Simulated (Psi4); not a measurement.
C3H11BN2O (SMILES COB(N)N(C)C), singlet, geometry from GFN2-xTB, atoms displaced at random by about 0.08 Å a coordinate; PBE/STO-3G, gradient (Psi4).

Here is a job for Psi4.
```
memory 2 GB

molecule {
0 1
B     0.50571749   -0.42760341    0.02447856
O     0.27572480   -1.31550158   -0.94966297
C    -0.80785353   -1.36708913   -1.63844134
H    -1.70483736   -1.19360367   -1.05739915
H    -0.81158092   -0.90464498   -2.54377982
H    -0.89393436   -2.57106492   -1.99300995
N     1.53221142   -0.95108650    1.03090727
H     2.27395574   -1.60642188    0.80853351
H     2.05783374   -0.08322192    1.55076504
N    -0.28106416    0.79526211    0.34085091
C    -0.96169677    1.37556646   -0.56115925
C    -0.14653719    1.42472622    1.66805092
H    -1.86922056    1.60649071   -0.27879360
H    -0.52752690    2.56214321   -0.63212469
H    -0.84082951    1.10940109   -1.45374258
H     0.48435307    2.31627732    1.69886790
H    -1.21700682    1.86566066    1.98698832
H     0.25562692    0.64120946    2.37102387
symmetry c1
no_reorient
no_com
}

set {
  basis sto-3g
}

gradient('pbe')
print_variables()
```

What the program printed (banner, timings and long lists left out):

```
gradient() will perform analytic gradient computation.

   => Loading Basis Set <=

    Name: STO-3G
    Role: ORBITAL
    Keyword: BASIS

         ---------------------------------------------------------
                                   SCF
               by Justin Turney, Rob Parrish, Andy Simmonett
                          and Daniel G. A. Smith
                              RKS Reference
         ---------------------------------------------------------

  ==> Geometry <==

    Molecular point group: c1
    Full point group: C1

    Geometry (in Angstrom), charge = 0, multiplicity = 1:

       Center              X                  Y                   Z               Mass
    ------------   -----------------  -----------------  -----------------  -----------------
         B            0.505717490000    -0.427603410000     0.024478560000    11.009305360000
         O            0.275724800000    -1.315501580000    -0.949662970000    15.994914619570
         C           -0.807853530000    -1.367089130000    -1.638441340000    12.000000000000
         H           -1.704837360000    -1.193603670000    -1.057399150000     1.007825032230
         H           -0.811580920000    -0.904644980000    -2.543779820000     1.007825032230
         H           -0.893934360000    -2.571064920000    -1.993009950000     1.007825032230
         N            1.532211420000    -0.951086500000     1.030907270000    14.003074004430
         H            2.273955740000    -1.606421880000     0.808533510000     1.007825032230
         H            2.057833740000    -0.083221920000     1.550765040000     1.007825032230
         N           -0.281064160000     0.795262110000     0.340850910000    14.003074004430
         C           -0.961696770000     1.375566460000    -0.561159250000    12.000000000000
         C           -0.146537190000     1.424726220000     1.668050920000    12.000000000000
         H           -1.869220560000     1.606490710000    -0.278793600000     1.007825032230
         H           -0.527526900000     2.562143210000    -0.632124690000     1.007825032230
         H           -0.840829510000     1.109401090000    -1.453742580000     1.007825032230
         H            0.484353070000     2.316277320000     1.698867900000     1.007825032230
         H           -1.217006820000     1.865660660000     1.986988320000     1.007825032230
         H            0.255626920000     0.641209460000     2.371023870000     1.007825032230

  Running in c1 symmetry.

  Rotational constants: A =      0.11334  B =      0.07612  C =      0.04829 [cm^-1]
  Rotational constants: A =   3397.74790  B =   2281.98943  C =   1447.82787 [MHz]
  Nuclear repulsion =  323.067119103746393

  Charge       = 0
  Multiplicity = 1
  Electrons    = 56
  Nalpha       = 28
  Nbeta        = 28

  ==> Algorithm <==

  SCF Algorithm Type is DF.
  DIIS enabled.
  MOM disabled.
  Fractional occupation disabled.
  Guess Type is SAD.
  Energy threshold   = 1.00e-08
  Density threshold  = 1.00e-08
  Integral threshold = 1.00e-12

  ==> Primary Basis <==

  Basis Set: STO-3G
    Blend: STO-3G
    Number of shells: 32
    Number of basis functions: 46
    Number of Cartesian functions: 46
    Spherical Harmonics?: true
    Max angular momentum: 1

  ==> DFT Potential <==

   => LibXC <=

    Version 7.1.2
    S. Lehtola, C. Steigemann, M. J. T. Oliveira, and M. A. L. Marques,  SoftwareX 7, 1–5 (2018) (10.1016/j.softx.2017.11.002)

   => Composite Functional: PBE <=

    PBE GGA Exchange-Correlation Functional

    J.P. Perdew et. al., Phys. Rev. Lett., 77(18), 3865-3868, 1996

    Deriv               =              1
    GGA                 =           TRUE
    Meta                =          FALSE

    Exchange Hybrid     =          FALSE
    MP2 Hybrid          =          FALSE

   => Exchange Functionals <=

    1.0000     XC_GGA_X_PBE

   => Correlation Functionals <=

    1.0000     XC_GGA_C_PBE

   => LibXC Density Thresholds  <==

    XC_GGA_C_PBE:  1.00E-12
    XC_GGA_X_PBE:  1.00E-15

   => Molecular Quadrature <=

    Radial Scheme          =       TREUTLER
    Pruning Scheme         =           NONE
    Nuclear Scheme         =       TREUTLER

    Blocking Scheme        =         OCTREE
    BS radius alpha        =              1
    Pruning alpha          =              1
    Radial Points          =             75
    Spherical Points       =            302
    Total Points           =         377751
    Total Blocks           =           2799
    Max Points             =            256
    Max Functions          =             43
    Weights Tolerance      =       1.00E-15

   => Loading Basis Set <=

    Name: (STO-3G AUX)
    Role: JKFIT
    Keyword: DF_BASIS_SCF

  ==> Integral Setup <==

  SCF_SUBTYPE=INCORE selected. In-core MEM_DF algorithm will be used.
  Using in-core AOs.

  ==> MemDFJK: Density-Fitted J/K Matrices <==

    J tasked:                   Yes
    K tasked:                    No
    wK tasked:                   No
    Algorithm:                 Core
    Schwarz Cutoff:           1E-12
    Mask sparsity (%):       1.4178
    Fitting Condition:        1E-10

   => Auxiliary Basis Set <=

  Basis Set: (STO-3G AUX)
    Blend: DEF2-UNIVERSAL-JKFIT
    Number of shells: 241
    Number of basis functions: 729
    Number of Cartesian functions: 855
    Spherical Harmonics?: true
    Max angular momentum: 4

  Minimum eigenvalue in the overlap matrix is 1.6399400634E-01.
  Reciprocal condition number of the overlap matrix is 6.3007810249E-02.
    Using symmetric orthogonalization.

  ==> Pre-Iterations <==

  SCF Guess: Superposition of Atomic Densities via on-the-fly atomic UHF (no occupation information).

   -------------------------
    Irrep   Nso     Nmo
   -------------------------
     A         46      46
   -------------------------
    Total      46      46
   -------------------------

  ==> Iterations <==

                           Total Energy        Delta E     RMS |[F,P]|

[...]
  @DF-RKS Final Energy:  -325.80597526585331
    Total Energy =                       -325.8059752658533057
[...]
                          Rob Parrish, Justin Turney,
                       Andy Simmonett, and Alex Sokolov
         ------------------------------------------------------------

  ==> Geometry <==

    Molecular point group: c1
    Full point group: C1

    Geometry (in Angstrom), charge = 0, multiplicity = 1:

       Center              X                  Y                   Z               Mass
    ------------   -----------------  -----------------  -----------------  -----------------
         B            0.505717490000    -0.427603410000     0.024478560000    11.009305360000
         O            0.275724800000    -1.315501580000    -0.949662970000    15.994914619570
         C           -0.807853530000    -1.367089130000    -1.638441340000    12.000000000000
         H           -1.704837360000    -1.193603670000    -1.057399150000     1.007825032230
         H           -0.811580920000    -0.904644980000    -2.543779820000     1.007825032230
         H           -0.893934360000    -2.571064920000    -1.993009950000     1.007825032230
         N            1.532211420000    -0.951086500000     1.030907270000    14.003074004430
         H            2.273955740000    -1.606421880000     0.808533510000     1.007825032230
         H            2.057833740000    -0.083221920000     1.550765040000     1.007825032230
         N           -0.281064160000     0.795262110000     0.340850910000    14.003074004430
         C           -0.961696770000     1.375566460000    -0.561159250000    12.000000000000
         C           -0.146537190000     1.424726220000     1.668050920000    12.000000000000
         H           -1.869220560000     1.606490710000    -0.278793600000     1.007825032230
         H           -0.527526900000     2.562143210000    -0.632124690000     1.007825032230
         H           -0.840829510000     1.109401090000    -1.453742580000     1.007825032230
         H            0.484353070000     2.316277320000     1.698867900000     1.007825032230
         H           -1.217006820000     1.865660660000     1.986988320000     1.007825032230
         H            0.255626920000     0.641209460000     2.371023870000     1.007825032230

  Nuclear repulsion =  323.067119103746393

  ==> Basis Set <==

  Basis Set: STO-3G
    Blend: STO-3G
    Number of shells: 32
    Number of basis functions: 46
    Number of Cartesian functions: 46
    Spherical Harmonics?: true
    Max angular momentum: 1

  ==> DFJKGrad: Density-Fitted SCF Gradients <==

    Gradient:                    1
    J tasked:                  Yes
    K tasked:                   No
    wK tasked:                  No
    Integrals threads:           1
    Schwarz Cutoff:          1E-12
    Fitting Condition:       1E-10

   => Auxiliary Basis Set <=

  Basis Set: (STO-3G AUX)
    Blend: DEF2-UNIVERSAL-JKFIT
    Number of shells: 241
    Number of basis functions: 729
    Number of Cartesian functions: 855
    Spherical Harmonics?: true
    Max angular momentum: 4

  ==> DFT Potential <==

   => LibXC <=

    Version 7.1.2
    S. Lehtola, C. Steigemann, M. J. T. Oliveira, and M. A. L. Marques,  SoftwareX 7, 1–5 (2018) (10.1016/j.softx.2017.11.002)

   => Composite Functional: PBE <=

    PBE GGA Exchange-Correlation Functional

    J.P. Perdew et. al., Phys. Rev. Lett., 77(18), 3865-3868, 1996

    Deriv               =              1
    GGA                 =           TRUE
    Meta                =          FALSE

    Exchange Hybrid     =          FALSE
    MP2 Hybrid          =          FALSE

   => Exchange Functionals <=

    1.0000     XC_GGA_X_PBE

   => Correlation Functionals <=

    1.0000     XC_GGA_C_PBE

   => LibXC Density Thresholds  <==

    XC_GGA_C_PBE:  1.00E-12
    XC_GGA_X_PBE:  1.00E-15

   => Molecular Quadrature <=

    Radial Scheme          =       TREUTLER
    Pruning Scheme         =           NONE
    Nuclear Scheme         =       TREUTLER

    Blocking Scheme        =         OCTREE
    BS radius alpha        =              1
    Pruning alpha          =              1
    Radial Points          =             75
    Spherical Points       =            302
    Total Points           =         377751
    Total Blocks           =           2799
    Max Points             =            256
    Max Functions          =             43
    Weights Tolerance      =       1.00E-15

  -Total Gradient:
     Atom            X                  Y                   Z
    ------   -----------------  -----------------  -----------------
       1       -0.041259058279    -0.005801314200    -0.077120014594
       2       -0.142360654587    -0.003884316989    -0.060840346747
       3        0.121467606483     0.152507648068     0.043422584643
       4        0.029528870075    -0.010999203132    -0.005476020582
       5        0.004393204543    -0.055962967076     0.082019277403
       6        0.006669410886    -0.056936006413    -0.014398407220
       7        0.025693510493    -0.108342371104    -0.025127244500
       8       -0.021091775962     0.027479989238     0.020884672355
       9        0.025609302438     0.047573348096     0.024778083413
      10       -0.158922423980     0.168877520132    -0.150789705566
      11       -0.008058428273    -0.250040301893     0.001233985831
      12        0.056306396813    -0.001714835007    -0.022202575714
      13        0.143757272710    -0.020584770603    -0.025097403125
      14        0.020226149168     0.046421527546     0.008374160437
      15       -0.013506436547     0.069706167021     0.184352970277
      16       -0.018147385607    -0.012280098089     0.007171617521
      17       -0.041548204566     0.027597440562     0.006497051470
      18        0.011226208060    -0.013574877402     0.002400574160

  Variable Map:
  ----------------------------------------------------------------------------
[...]
  Array Variable Map:
  ----------------------------------------------------------------------------
[...]
[...]
```
